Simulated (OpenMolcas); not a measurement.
**Ce3+: effect of the metal basis and ligand basis**

Ce3+ with 6 ligands (chloride) in octahedral coordination (Oh) at 2.77 Å. A charge of +0.5 e stands 3.2 Å behind each ligand.

| Item | Value |
| --- | --- |
| Program | OpenMolcas |
| Method | SS-CASPT2, IPEA 0.25 Eh, imaginary shift 0.1 Eh (closed shells correlated: 5s 5p and the ligand valence shells) |
| Spin-orbit coupling | RASSI with atomic mean-field integrals over the reference wave functions |

Fixed: active space 1 electron in 7 orbitals (4f), DKH2 Hamiltonian.

States (labels of O, the rotations of Oh). Energies in cm-1 above the lowest state or level, χT in cm3 K/mol.

```
Run   Metal basis  Ligand basis  Ground state  First state of that spin  First gap with spin-orbit (degeneracies)  Width of lowest J  χT at 300 K                     Cost
  A  ANO-RCC-VDZP  ANO-RCC-VDZP           2A2                    2T2 17                                420 (2, 4)                416        0.649  roughly 16 core-seconds
  B  ANO-RCC-VTZP  ANO-RCC-VTZP           2A2                    2T2 51                                410 (2, 4)                407        0.656   roughly 4 core-minutes
```

Against A, the width of the lowest J multiplet changes by -2.2 % in B.

Costs are those of the CASPT2 steps.

Roots that are degenerate in the reference are averaged as groups; the widest CASPT2 spread within a group is 76 cm-1 (the 3-fold group of multiplicity 2 near 722 cm-1 above the lowest state of its run, B). Shifts and gaps below about the spread of the groups concerned are not significant. Over all roots computed the reference weight is 0.67 in A, 0.64 in B; a low but even weight reflects the number of correlated electrons. Splittings of an f shell from a small cluster at a set distance can be off by tens of per cent, mostly too small. No measured value stands beside these numbers; the geometry is a model, was not optimised and need not be the one that this ion takes.
